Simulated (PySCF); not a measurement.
Energy landscape of H2Ge, singlet: symmetric bend, bond length relaxed. Scanned: H-Ge-H angle. Other coordinates (Ge-H bond length) were minimised at B3LYP/def2-TZVP.

Level of theory: PySCF 2.14.0 with CCSD(T) on RHF/cc-pVTZ, 9 core orbitals frozen.

Scanned values (°): 160, 150, 140, 130, 120, 110, 100, 90, 80, 70, 60.

Question: Locate the minima and the barriers on this grid.

Answer: Lower than their neighbours: 90° (0.0 mEh). Higher than their neighbours: 160° (86.7 mEh, end of the scan), 60° (23.7 mEh, end of the scan). The whole profile spans 86.7 mEh.

The scan ran from 180.0 to 60.0; beyond the range shown the relaxed coordinates jump or full CI changes its symmetry label.
